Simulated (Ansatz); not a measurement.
Program: Ansatz. Geometries: PBE0-D4/def2-TZVP. ΔE: electronic, gas phase. CCSD(T)/CBS is the MP2 limit (def2-TZVPP, def2-QZVPP) plus CCSD(T) − MP2 in def2-TZVPP, frozen cores. Functionals use def2-TZVPP. def2 core potentials past Kr. For Sn outer-core shells are correlated without core-valence functions, which leaves a few kJ/mol of doubt a bond. One conformer a species, not always the lowest.

`[OH][Al]([SiH3])[SnH3]` + dimethyl ether → `[CH3][SnH3]` + `C[O][Al]([OH])[SiH3]`  (formal exchange of groups at the Sn–Al bond)

Task: Is it downhill or uphill in electronic energy at CCSD(T)/CBS, and by how much? (Best estimate.)

Result: Ansatz gave: Downhill: ΔE = -159.2 kJ/mol.

Task: What do these levels give: ωB97X-V, r2SCAN, MP2/def2-QZVPP, SCS-MP2/def2-QZVPP, HF/CBS(def2), MP2/CBS(def2)? (Estimate.)

Result: Ansatz gave: ωB97X-V -153.6, r2SCAN -153.3, MP2/def2-QZVPP -170.3, SCS-MP2/def2-QZVPP -167.6, HF/CBS(def2) -160.0, MP2/CBS(def2) -169.5 kJ/mol.

Largest T1 diagnostic among the species: 0.014.

From PBE to PBE0 (25 % exact exchange), in def2-TZVPP and without D4, ΔE moves by −4.7 kJ/mol.
